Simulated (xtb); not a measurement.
HCl2OZr (SMILES [OH][Zr]([Cl])[Cl]), doublet, from a rough starting geometry (GFN-xTB shapes and energies of metal compounds can be far from the true ones) (the multiplicity is a formal guess); GFN2-xTB run with xtb.

Here is a job for xtb.
```
$ xtb mol.xyz --gfn 2 --uhf 1 --opt vtight --json

# file mol.xyz
5

Zr    -0.22801742     0.26029002    -0.23176894
Cl    -2.10495289    -1.05259569    -0.37383727
Cl    -0.56098557     2.08973237    -1.51570525
O      1.17663271    -0.29813508     0.77277914
H      1.69310679    -0.90630179     1.32292383
```

Output, abridged:

```
   ID    Z sym.   atoms
    1   40 Zr     1
    2   17 Cl     2, 3
    3    8 O      4
    4    1 H      5

           -------------------------------------------------
          |                Calculation Setup                |
           -------------------------------------------------

           -------------------------------------------------
          |                 G F N 2 - x T B                 |
           -------------------------------------------------

          ...................................................
          :                      SETUP                      :
          :.................................................:
          :  # basis functions                  35          :
          :  # atomic orbitals                  32          :
          :  # shells                           12          :
          :  # electrons                        25          :
          :  max. iterations                   250          :
          :  Hamiltonian                  GFN2-xTB          :
          :  restarted?                      false          :
          :  GBSA solvation                  false          :
          :  PC potential                    false          :
          :  electronic temp.          300.0000000     K    :
          :  accuracy                    1.0000000          :
          :  -> integral cutoff          0.2500000E+02      :
          :  -> integral neglect         0.1000000E-07      :
          :  -> SCF convergence          0.1000000E-05 Eh   :
          :  -> wf. convergence          0.1000000E-03 e    :
          :  Broyden damping             0.4000000          :
          :  net charge                          0          :
          :  unpaired electrons                  1          :
          ...................................................

 iter      E             dE          RMSdq      gap      omega  full diag
   1    -15.2928915 -0.152929E+02  0.105E+01    0.48       0.0  T
   2    -15.4205377 -0.127646E+00  0.572E+00    0.43       1.0  T
   3    -15.4275382 -0.700049E-02  0.353E+00    0.44       1.0  T
   4    -15.4270983  0.439875E-03  0.933E-01    0.44       1.0  T
   5    -15.4279837 -0.885430E-03  0.247E-01    0.44       1.0  T
   6    -15.4280112 -0.274872E-04  0.248E-01    0.44       1.0  T
   7    -15.4280560 -0.447306E-04  0.905E-02    0.44       1.0  T
   8    -15.4280610 -0.508480E-05  0.447E-02    0.43       1.0  T
   9    -15.4280626 -0.151080E-05  0.307E-02    0.43       1.5  T
  10    -15.4280631 -0.512828E-06  0.600E-03    0.43       7.4  T
  11    -15.4280631 -0.272042E-07  0.268E-03    0.43      16.7  T
  12    -15.4280631 -0.342520E-08  0.346E-03    0.43      12.9  T
  13    -15.4280631 -0.782368E-08  0.109E-03    0.43      40.9  T
  14    -15.4280631 -0.490012E-09  0.666E-04    0.43      67.1  T
  15    -15.4280631 -0.206411E-09  0.203E-04    0.43     220.1  T

   *** convergence criteria satisfied after 15 iterations ***

         :::::::::::::::::::::::::::::::::::::::::::::::::::::
         ::                     SUMMARY                     ::
         :::::::::::::::::::::::::::::::::::::::::::::::::::::
         :: total energy             -15.375567713616 Eh    ::
         :: gradient norm              0.027515138230 Eh/a0 ::
         :: HOMO-LUMO gap              0.434203311088 eV    ::
         ::.................................................::
         :: SCC energy               -15.428060403405 Eh    ::
         :: -> isotropic ES            0.063167477157 Eh    ::
         :: -> anisotropic ES          0.001648430794 Eh    ::
         :: -> anisotropic XC         -0.002047702514 Eh    ::
         :: -> dispersion             -0.003807175419 Eh    ::
         :: repulsion energy           0.052492689789 Eh    ::
         :: add. restraining           0.000000000000 Eh    ::
         :: total charge              -0.000000000052 e     ::
         :::::::::::::::::::::::::::::::::::::::::::::::::::::

[...]
 * total energy  :   -15.3765476 Eh     change       -0.8806940E-04 Eh
 * total energy  :   -15.3765679 Eh     change       -0.2033193E-04 Eh
 * total energy  :   -15.3764318 Eh     change        0.1360903E-03 Eh
 * total energy  :   -15.3766050 Eh     change       -0.1731513E-03 Eh
 * total energy  :   -15.3766165 Eh     change       -0.1153596E-04 Eh
 * total energy  :   -15.3766278 Eh     change       -0.1132283E-04 Eh
 * total energy  :   -15.3766362 Eh     change       -0.8381023E-05 Eh
 * total energy  :   -15.3766382 Eh     change       -0.2012389E-05 Eh
 * total energy  :   -15.3766398 Eh     change       -0.1586490E-05 Eh
 * total energy  :   -15.3766408 Eh     change       -0.1056948E-05 Eh
 * total energy  :   -15.3766410 Eh     change       -0.1981484E-06 Eh
 * total energy  :   -15.3766411 Eh     change       -0.8834244E-08 Eh
   *** GEOMETRY OPTIMIZATION CONVERGED AFTER 20 ITERATIONS ***
         :: total energy             -15.376641054596 Eh    ::
[...]
         3        2.0000           -0.7283545             -19.8195
         4        2.0000           -0.5836489             -15.8819
         5        2.0000           -0.4879933             -13.2790
         6        2.0000           -0.4826607             -13.1339
         7        2.0000           -0.4681781             -12.7398
         8        2.0000           -0.4491792             -12.2228
         9        2.0000           -0.4456829             -12.1276
        10        2.0000           -0.4418371             -12.0230
        11        2.0000           -0.4363949             -11.8749
        12        2.0000           -0.4347388             -11.8298
        13        0.9998           -0.3158674              -8.5952 (HOMO)
        14        0.0002           -0.2993383              -8.1454 (LUMO)
        15                         -0.2857920              -7.7768
        16                         -0.2643465              -7.1932
        17                         -0.2497788              -6.7968
        18                         -0.0244278              -0.6647
        19                         -0.0143729              -0.3911
        20                          0.0331385               0.9017
        21                          0.0340140               0.9256
        22                          0.0340211               0.9258
        23                          0.0340749               0.9272
        24                          0.0341701               0.9298
       ...                                ...                  ...
        32                          0.7856820              21.3795
      -------------------------------------------------------------
                  HL-Gap            0.0165292 Eh            0.4498 eV
             Fermi-level           -0.3414530 Eh           -9.2914 eV

     #   Z          covCN         q      C6AA      α(0)
     1  40 Zr       2.180     0.812   457.637    48.996
     2  17 Cl       0.735    -0.279   107.783    15.880
     3  17 Cl       0.735    -0.279   107.782    15.880
     4   8 O        1.508    -0.577    24.754     6.710
     5   1 H        0.813     0.324     0.652     1.268

 Mol. C6AA /au·bohr⁶  :       2221.958948
 Mol. C8AA /au·bohr⁸  :     183416.682362
 Mol. α(0) /au        :         88.734072

Wiberg/Mayer (AO) data.
largest (>0.10) Wiberg bond orders for each atom

 ---------------------------------------------------------------------------
     #   Z sym  total        # sym  WBO       # sym  WBO       # sym  WBO
 ---------------------------------------------------------------------------
     1  40 Zr   3.444 --     4 O    1.149     3 Cl   1.128     2 Cl   1.128
     2  17 Cl   1.256 --     1 Zr   1.128
     3  17 Cl   1.256 --     1 Zr   1.128
     4   8 O    2.113 --     1 Zr   1.149     5 H    0.850
     5   1 H    0.895 --     4 O    0.850
 ---------------------------------------------------------------------------

Topologies differ in total number of bonds
Writing topology from bond orders to xtbtopo.mol

molecular dipole:
                 x           y           z       tot (Debye)
 q only:        0.900      -0.345       0.611
   full:        1.220      -0.468       0.829       3.932
molecular quadrupole (traceless):
                xx          xy          yy          xz          yz          zz
 q only:       -0.550      -2.749      -2.250      -0.832       2.910       2.799
  q+dip:       -0.115      -3.842      -3.241      -0.203       3.270       3.356
   full:       -0.676      -4.137      -3.400      -1.025       4.182       4.076

optimized geometry written to: xtbopt.xyz

           -------------------------------------------------
          | TOTAL ENERGY              -15.376641054596 Eh   |
          | GRADIENT NORM               0.000040085785 Eh/α |
          | HOMO-LUMO GAP               0.449781180782 eV   |
           -------------------------------------------------

normal termination of xtb
```
